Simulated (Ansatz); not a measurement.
Ansatz (an electronic-structure program) input:

Ansatz 0.2 input:
```yaml
crystal:
  periodic: [false, false, false]
  atoms:
    - {symbol: C, position_ang: [-2.96210552, -0.08755198, -0.97348612]}
    - {symbol: C, position_ang: [-2.46655402, -0.44214235, 0.20752394]}
    - {symbol: C, position_ang: [-1.61868914, 0.41558498, 1.08838484]}
    - {symbol: Si, position_ang: [0.20571458, -0.08979662, 1.01151567]}
    - {symbol: C, position_ang: [0.90262293, 0.21269374, -0.71749611]}
    - {symbol: C, position_ang: [2.27894266, -0.34698929, -0.87082642]}
    - {symbol: C, position_ang: [3.40361147, 0.35993234, -0.89666688]}
    - {symbol: H, position_ang: [-2.80827882, 0.90651325, -1.37862464]}
    - {symbol: H, position_ang: [-3.54294578, -0.77595681, -1.57296601]}
    - {symbol: H, position_ang: [-2.64823492, -1.45198177, 0.56644216]}
    - {symbol: H, position_ang: [-1.69393458, 1.46724035, 0.79781783]}
    - {symbol: H, position_ang: [-1.94233356, 0.34173007, 2.13107360]}
    - {symbol: H, position_ang: [0.32697104, -1.53066030, 1.34980806]}
    - {symbol: H, position_ang: [0.98382693, 0.69336718, 2.00312056]}
    - {symbol: H, position_ang: [0.89764776, 1.29025727, -0.90415069]}
    - {symbol: H, position_ang: [0.21167231, -0.24621470, -1.43113252]}
    - {symbol: H, position_ang: [2.34291790, -1.43040149, -0.93056999]}
    - {symbol: H, position_ang: [3.39530686, 1.44255238, -0.83576429]}
    - {symbol: H, position_ang: [4.37041049, -0.11845749, -0.98087283]}
basis:
  gaussian:
    orbitals: def2-TZVPD
hamiltonian:
  xc: {name: BHLYP}
output: {forces: true}
```

**Question.** Which total energy does the run end on?

**Answer.** -525.25816 Eh (BHLYP/def2-TZVPD). The basis has 373 functions.
